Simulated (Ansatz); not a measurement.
Input file for `[CH3][SnH][NH2]` radical:

```yaml
crystal:
  periodic: [false, false, false]
  atoms:
    - {symbol: C, position_ang: [-0.858012, 0.865494, -0.939379]}
    - {symbol: Sn, position_ang: [0.881573, 0.484111, 0.284287]}
    - {symbol: N, position_ang: [0.435328, -1.274157, 1.224639]}
    - {symbol: H, position_ang: [-1.055298, -0.030155, -1.530915]}
    - {symbol: H, position_ang: [-0.671265, 1.710386, -1.601814]}
    - {symbol: H, position_ang: [-1.720308, 1.085274, -0.310608]}
    - {symbol: H, position_ang: [2.231511, 0.052894, -0.718038]}
    - {symbol: H, position_ang: [-0.359776, -1.239021, 1.849880]}
    - {symbol: H, position_ang: [1.204645, -1.701127, 1.724748]}
basis:
  gaussian: {orbitals: def2-TZVPP}
magnetization: {spin_polarized: true, initial_magnetization: 1}
correlation: {method: ccsd_t}
scf: {omitted_lower_state_checks: [cluster_reference]}
output: {orbitals: {seedname: orbitals}}
```

```sh
$ ansatz run in.yaml --threads 4 --pin off --events-out ev --progress --plain --max-ram 10444MiB
```

Output of Ansatz, abridged:

```
Functional definition: HF
1308 factors; integrals over basis functions are off by at most 8.9e-4 eV
mean field evaluation 1: about -8408.5545 eV, gradient 3.1e1 eV
mean field evaluation 2: about -8408.5572 eV, gradient 3.1e1 eV
mean field evaluation 4: about -8413.0040 eV, gradient 3.0e0 eV
mean field evaluation 8: about -8413.1146 eV, gradient 1.8e-1 eV
mean field -8413.11565612 eV, -309.1762977477 hartree, gradient 1.8e-6 eV, S^2 0.760208; 0 other end points of the search recorded, 0 dependent functions left out
6 core orbitals not correlated: weight in the atoms' cores, before any rotation towards them, 1.000 or more for the frozen orbitals, at most 0.000 for the correlated occupied ones
reference -8413.11565612 eV, -309.1762977477 hartree; 15, 14 occupied and 175, 176 virtual orbitals, 1308 factors
second order -19.47875059 eV of doubles, -0.00000000 eV of singles
cycle   1  -19.50534424 eV  change   -2.7e-2 eV  update   1.0e-1
cycle   2  -19.98626244 eV  change   -4.8e-1 eV  update   3.0e-2
cycle   3  -20.08699196 eV  change   -1.0e-1 eV  update   2.0e-2
cycle   4  -20.08211715 eV  change    4.9e-3 eV  update   7.1e-3
cycle   5  -20.07958943 eV  change    2.5e-3 eV  update   4.8e-3
cycle   6  -20.08113762 eV  change   -1.5e-3 eV  update   2.1e-3
cycle   7  -20.08125622 eV  change   -1.2e-4 eV  update   9.6e-4
cycle   8  -20.08144841 eV  change   -1.9e-4 eV  update   3.6e-4
cycle   9  -20.08153243 eV  change   -8.4e-5 eV  update   1.5e-4
cycle  10  -20.08144942 eV  change    8.3e-5 eV  update   7.0e-5
cycle  11  -20.08149428 eV  change   -4.5e-5 eV  update   3.3e-5
cycle  12  -20.08149651 eV  change   -2.2e-6 eV  update   1.3e-5
perturbative correction -0.69895176 eV, -0.0256860034 hartree
Total energy: -8433.89610438 eV, -309.9399651359 hartree
Checks for a lower state left out: cluster_reference
```

It took 3.3 min on 4 threads of an Arm Neoverse V2 on a shared host, with 6.8 GiB of host memory at the peak.

Correlation energy per correlated electron: -0.717 eV. T1 diagnostic: 0.0158.
